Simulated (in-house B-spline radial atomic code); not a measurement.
**RPA and G0W0 on SCAN: neutral arsenic**

Configuration [Ar] 3d10 4s2 4p3, highest spin, mean-field start SCAN. Computed with a B-spline radial code for spherical atoms: all electrons, scalar-relativistic (spin-free one-electron X2C), finite nucleus, each spin shell either full or empty, empty states to l = 9 with an (l + 1/2)⁻⁴ tail; G0W0 by contour deformation at full frequency.

Command:
```bash
python run_gw.py task.json out
```
Settings (radii: box in bohr, nucleus in fm):
```
Z                        33
electrons                33
configuration            [Ar] 3d10 4s2 4p3
hamiltonian              x2c
method                   scan,scan
lmax                     9
rms_radius               4.0968
spin_polarised           True
box_radius               40
intervals                73
```

Cost of the run: 5.7 s on 1 thread of Arm Neoverse N1 (shared host).

Energies (hartree):

| term | value |
| --- | --- |
| mean-field total | -2260.97120 |
| Hartree-Fock functional on these orbitals | -2259.06559 |
| direct second order | -2.8061 |
| second-order exchange | 0.81866 |
| SOSEX correction | 0.74237 |

Problem. What is the RPA correlation energy, and what remains with SOSEX?

Solution. RPA gives -2.3798 hartree (-1.96 eV per electron); RPA + SOSEX gives -1.6374, and the second-order doubles -1.9874 hartree (no singles). SOSEX takes back 31 % of the RPA value.

Quasi-particle levels (eV):

| level | occupied | mean field | Σx - vxc | Σc | QP weight | G0W0 |
| --- | --- | --- | --- | --- | --- | --- |
| 4p up | yes | -6.311 | -3.57 | ? | ? | ? |
| 4p down | no | -2.969 | 5.33 | -2.75 | 0.866 | -0.391 |

G0W0 = mean field + (Σx - vxc) + Σc, with Σc (partial-wave tail included) taken at the quasi-particle energy. Only the outer levels were computed. Levels of low weight are left out.

Problem. Where does G0W0 put 4p up?

Solution. At -9.791 eV, with Σc = 0.09 eV and a quasi-particle weight of 0.855. The tabulated removal energy is 9.789 eV (NIST, measured); the calculation leaves out spin-orbit coupling, Breit and QED terms, and what these don't explain is the method's own error.
